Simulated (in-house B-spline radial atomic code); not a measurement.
Values are calculated unless marked as measured or tabulated.
## Making a Troullier-Martins s channel for Ru, r_c = 1.06 bohr

Ru, [Kr] 4d7 5s1, non-relativistic LDA (VWN5), spherical and spin-unpolarised, from an all-electron radial atomic-structure program (B-spline basis) (atomic units). The all-electron 4s level is ε = -2.628363 hartree, its outermost node lies just inside 0.51 bohr and its outer maximum at 0.94 bohr.

Inside r_c the pseudo-orbital is u(r) = r^1 exp(p(r)), with p = c0 + c2 r² + c4 r⁴ + … + c12 r¹². The seven coefficients follow from p and its first four derivatives at r_c, from zero curvature of the screened potential at the origin, c4 = −c2²/(2l + 5), and from the norm inside r_c. At r_c the all-electron orbital has P = 1.092061, P' = -0.7076293, the screened potential V = -4.499863, V' = 10.29268, V'' = -29.73015, and the norm inside is Q = 0.548.

Question: What are p, p' and p'' at r_c?

Answer: p = ln(P/r_c^1) = ln(1.092061/1.06) = 0.02980. p' = P'/P − 1/r_c = -0.64798 − 0.94340 = -1.59137. The radial equation gives p'' = 2(V − ε) − 2(1) p'/r_c − p'² = -3.74300 − (-3.00259) − 2.53246 = -3.27288. Differentiating, p''' = 2V' + 2(1)p'/r_c² − 2(1)p''/r_c − 2p'p'' = 13.511, and p'''' = 2V'' − 4(1)p'/r_c³ + 4(1)p''/r_c² − 2(1)p'''/r_c − 2p''² − 2p'p''' = -69.681.

For a trial c2 the five matching conditions are linear in c0, c6, c8, c10 and c12, and c2 is varied until the norm inside r_c equals Q. The root nearest zero gives:

```json
{"n": "0", "c_n": "-0.6357596"}
{"n": "2", "c_n": "3.09954"}
{"n": "4", "c_n": "-1.921429"}
{"n": "6", "c_n": "-3.407006"}
{"n": "8", "c_n": "5.131305"}
{"n": "10", "c_n": "-2.642175"}
{"n": "12", "c_n": "0.4943806"}
```

Question: Check c4 and p(r_c), and find the screened pseudopotential at the origin.

Answer: −c2²/5 = -1.92143, as listed. The terms c_n r_c^n are -0.63576, 3.48264, -2.42576, -4.83290, 8.17852, -4.73173, 0.99479, which sum to 0.02980. Inverting the radial equation, V_l(r) = ε + 1 p'/r + (p'' + p'²)/2, so V_l(0) = ε + (2l + 3) c2 = -2.628363 + 3 × (3.09954) = 6.6703 hartree, finite where the all-electron potential diverges.

Orbitals and screened potentials:

| r (bohr) | P | u | V all-electron | V pseudo |
| --- | --- | --- | --- | --- |
| 0.106 | 0.4051 | 0.05811 | -273.1 | 6.655 |
| 0.265 | -0.5486 | 0.1726 | -69.13 | 6.119 |
| 0.424 | -0.3433 | 0.3629 | -30.15 | 3.548 |
| 0.583 | 0.4197 | 0.6568 | -16.45 | -1.565 |
| 0.742 | 0.9478 | 0.9733 | -10.07 | -6.102 |
| 0.901 | 1.134 | 1.134 | -6.591 | -6.415 |
| 1.06 | 1.092 | 1.092 | -4.5 | -4.5 |

Logarithmic derivatives P'/P at R = 1.36 bohr, for energies E around ε:

```csv
E − ε (hartree),all-electron,pseudo
-0.5,-0.37399,-0.376001
-0.25,-0.848033,-0.848704
-0.1,-1.18583,-1.18596
0,-1.43964,-1.43964
0.1,-1.72122,-1.72138
0.25,-2.2079,-2.20923
0.5,-3.25997,-3.26817
```

Question: With P(R) = 0.7838709 and a norm of 0.8199715 inside R, what slope in energy does norm conservation fix?

Answer: d(P'/P)/dE = −2 × (norm inside R)/P(R)² = -2.6689 per hartree·bohr at E = ε, for both atoms, since orbital and norm agree at R. Differences over ±0.1 hartree give -2.6770 (all-electron) and -2.6771 (pseudo), which also hold third-order terms. Half a hartree below ε the two curves differ by -0.0020.
